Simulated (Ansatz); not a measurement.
Ansatz (a program for electronic structure) input:

Ansatz 0.2 input:
```yaml
crystal:
  periodic: [false, false, false]
  atoms:
    - {symbol: C, position_ang: [1.78070953, -0.13904201, -0.61349111]}
    - {symbol: C, position_ang: [0.63384092, -0.24867719, 0.14438240]}
    - {symbol: C, position_ang: [-0.59900374, 0.26726606, -0.19519224]}
    - {symbol: O, position_ang: [-1.72235172, 0.15276462, 0.56009558]}
    - {symbol: H, position_ang: [1.78025749, 0.38187422, -1.56195641]}
    - {symbol: H, position_ang: [2.71221024, -0.57088092, -0.28041505]}
    - {symbol: H, position_ang: [0.69737246, -0.78509149, 1.09037033]}
    - {symbol: H, position_ang: [-0.77893415, 0.81684205, -1.10849604]}
    - {symbol: H, position_ang: [-1.52537259, -0.34214197, 1.36553823]}
basis:
  gaussian:
    orbitals: def2-TZVP
hamiltonian:
  xc: b3lyp
  dispersion: d3bj
magnetization: {spin_polarized: true, initial_magnetization: 1}
phonons: {temperatures: {t_min: 298.15, t_max: 298.15, t_step: 100}}
```

Question: Predict the final energy.

Answer: -192.57653 Eh (B3LYP-D3(BJ)/def2-TZVP). The basis has 154 functions.

It need not be the lowest isomer of its formula.
